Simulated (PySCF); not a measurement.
How the numbers were obtained: geometry: GFN2-xTB, GIAO PBE0/pcSseg-1 shieldings, in PySCF 2.14 (one computed conformer, non-relativistic, no solvent model, averaged over atoms made equivalent by symmetry, fast rotation or ring inversion).

Chemical shifts δ = σref − σ; ¹H and ¹³C against TMS, all at this level. Acid and N–H amide carbonyl carbons lie up to 10 ppm further downfield in solution (hydrogen bonding). Shifts are as computed. Against solution values, carbons near 30 ppm lie about +3 ppm off and those near 130 ppm about +5 ppm. Of 1309 compounds with measured shifts, 239 miss one by over three times the rms of a fit or turn the order of signals round; such compounds aren't used in these exercises. OH and NH positions are gas-phase values without hydrogen bonding to other molecules.

(1) Order these molecules by the shift of their most deshielded carbon, lowest δ first.
A. NC[SiH2]C=O
B. C/C=C1/[SiH2][C@@H](C(=O)O)[C@@H]1F
C. C=C1C=C1C(F)F

(2) Order these molecules by the shift of their most shielded carbon, lowest δ first.
A. C=C1C=C1C(F)F
B. C/C=C1/[SiH2][C@@H](C(=O)O)[C@@H]1F
C. C=CC(=C)[Si@H](N)F
D. NC[SiH2]C=O

(3) How many ¹³C and ¹H signals does each give (equivalence by symmetry and fast rotation, but not about amide C–N or C=N bonds)? `C=C1C=C1C(F)F`, `C=CC(=C)[Si@H](N)F`, `C/C=C1/[SiH2][C@@H](C(=O)O)[C@@H]1F`, `NC[SiH2]C=O`

Results:

(1) C (148.5 ppm, fully substituted alkene carbon), B (179.9 ppm, carboxylic acid carbon), A (247.5 ppm, carbonyl carbon).

(2) B (21.5 ppm, allylic methyl carbon), D (31.0 ppm, sp3 CH2 bonded to N and Si), A (67.3 ppm, terminal =CH2 carbon), C (121.2 ppm, terminal =CH2 carbon).

(3) C=C1C=C1C(F)F: 5 C, 4 H; C=CC(=C)[Si@H](N)F: 4 C, 7 H; C/C=C1/[SiH2][C@@H](C(=O)O)[C@@H]1F: 6 C, 7 H; NC[SiH2]C=O: 2 C, 4 H.
